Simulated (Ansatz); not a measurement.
A run for Ansatz (a first-principles code): U-CCSD(T)/def2-TZVPP on SbW, 2S+1 = 4, a spin state set in the input, which need not be the lowest, a point of a bond scan (R = 2.505 Å). Elements past Kr take the def2 small-core potentials; no spin–orbit coupling.

Ansatz 0.2 input:
```yaml
crystal:
  periodic: [false, false, false]
  atoms:
    - {symbol: W, position_ang: [0.00000000, 0.00000000, 0.00000000]}
    - {symbol: Sb, position_ang: [0.00000000, 0.00000000, 2.50480200]}
basis:
  gaussian:
    orbitals: def2-TZVPP
magnetization: {spin_polarized: true, initial_magnetization: 3}
correlation: {method: ccsd_t, electrons: valence}
output: {orbitals: {seedname: ./end}}
```

Output:

```
WARN ansatz: RAYON_NUM_THREADS=2 ignored (pool sized by the plan → 2); use --threads N
Functional definition: HF
integrals: 0.21 GiB planned
836 factors; integrals over basis functions are off by at most 8.0e-4 eV
mean field: 0.32 GiB planned
mean field evaluation 1: about -8312.5566 eV, gradient 1.5e1 eV
mean field evaluation 2: about -8312.5608 eV, gradient 1.5e1 eV
mean field evaluation 4: about -8314.3392 eV, gradient 4.5e0 eV
mean field evaluation 8: about -8314.3108 eV, gradient 2.2e0 eV
mean field evaluation 16: about -8317.0746 eV, gradient 1.0e-1 eV
mean field evaluation 32: about -8231.1677 eV, gradient 3.9e2 eV
mean field evaluation 64: about -8315.1938 eV, gradient 3.7e-1 eV
mean field evaluation 96: about -8315.3177 eV, gradient 9.5e-1 eV
mean field evaluation 128: about -8313.2305 eV, gradient 1.4e-1 eV
mean field evaluation 160: about -8314.5263 eV, gradient 5.4e0 eV
mean field evaluation 192: about -8313.5835 eV, gradient 2.2e0 eV
mean field evaluation 224: about -8314.4967 eV, gradient 6.7e-3 eV
mean field evaluation 256: about -8315.2376 eV, gradient 1.7e-6 eV
mean field evaluation 288: about -8315.1093 eV, gradient 4.8e-1 eV
mean field evaluation 320: about -8315.3316 eV, gradient 9.5e-4 eV
mean field evaluation 352: about -8317.0747 eV, gradient 2.0e-6 eV
mean field evaluation 384: about -8315.3316 eV, gradient 2.0e-2 eV
mean field evaluation 416: about -8315.1667 eV, gradient 1.4e0 eV
mean field evaluation 448: about -8314.5631 eV, gradient 3.9e-3 eV
mean field evaluation 480: about -8314.8197 eV, gradient 1.3e0 eV
mean field evaluation 512: about -8315.1341 eV, gradient 3.6e-1 eV
mean field evaluation 544: about -8315.1158 eV, gradient 1.3e0 eV
mean field evaluation 576: about -8310.8040 eV, gradient 9.3e0 eV
mean field evaluation 608: about -8314.8527 eV, gradient 1.5e-4 eV
mean field evaluation 640: about -8314.4880 eV, gradient 4.8e0 eV
mean field evaluation 672: about -8315.3473 eV, gradient 1.0e0 eV
mean field evaluation 704: about -8315.0803 eV, gradient 5.0e-1 eV
mean field evaluation 736: about -8315.3150 eV, gradient 1.1e-1 eV
mean field -8317.07468056 eV, -305.6468569948 hartree, gradient 2.0e-6 eV, S^2 5.532795; 23 other end points of the search recorded, 0 dependent functions left out
determinant -8317.07468056 eV, -305.6468569948 hartree, with singles and doubles -8334.63961651 eV, -306.2923564850 hartree
determinant -8315.33159314 eV, -305.5827997136 hartree, with singles and doubles -8332.45927541 eV, -306.2122304276 hartree
determinant -8315.23756536 eV, -305.5793442564 hartree, with singles and doubles -8332.93449596 eV, -306.2296944607 hartree
determinant -8315.20251574 eV, -305.5780562067 hartree, with singles and doubles -8332.19665056 eV, -306.2025791422 hartree
determinant -8315.08914536 eV, -305.5738899220 hartree, with singles and doubles -8332.63566181 eV, -306.2187125083 hartree
determinant -8314.94721500 eV, -305.5686740777 hartree, with singles and doubles -8332.88053430 eV, -306.2277114062 hartree
determinant -8314.85274944 eV, -305.5652025323 hartree, with singles and doubles -8331.94083350 eV, -306.1931780386 hartree
determinant -8314.56305555 eV, -305.5545564783 hartree, with singles and doubles -8332.18998869 eV, -306.2023343230 hartree
determinant -8314.41170847 eV, -305.5489945756 hartree, with singles and doubles -8332.48980266 eV, -306.2133522832 hartree
determinant -8314.49670668 eV, -305.5521182022 hartree, with singles and doubles -8334.09400889 eV, -306.2723057747 hartree
4 core orbitals not correlated
reference -8317.07468056 eV, -305.6468569948 hartree; 16, 13 occupied and 86, 89 virtual orbitals, 836 factors
second order -17.72553813 eV of doubles, -0.00000000 eV of singles
coupled cluster: 0.91 GiB planned
cycle   1  -17.57782644 eV  change   -1.3e-2 eV  update   9.5e-3
cycle   2  -17.58511213 eV  change   -7.3e-3 eV  update   6.8e-3
cycle   3  -17.59468815 eV  change   -9.6e-3 eV  update   5.7e-3
cycle   4  -17.60199099 eV  change   -7.3e-3 eV  update   2.8e-3
cycle   5  -17.60976254 eV  change   -7.8e-3 eV  update   1.3e-3
cycle   6  -17.61176335 eV  change   -2.0e-3 eV  update   5.9e-4
cycle   7  -17.61246901 eV  change   -7.1e-4 eV  update   2.1e-4
cycle   8  -17.61248877 eV  change   -2.0e-5 eV  update   1.0e-4
cycle   9  -17.61239741 eV  change    9.1e-5 eV  update   4.4e-5
cycle  10  -17.61252012 eV  change   -1.2e-4 eV  update   2.2e-5
cycle  11  -17.61252216 eV  change   -2.0e-6 eV  update   9.0e-6
coupled cluster: 0.91 GiB planned
perturbative correction -0.79021548 eV, -0.0290398833 hartree
Total energy: -8335.47741819 eV, -306.3231451291 hartree
```

The run converged. Its determinant has ⟨S²⟩ = 5.53, a mixture of spin states.

Cost: around 6 core-minutes (rough).
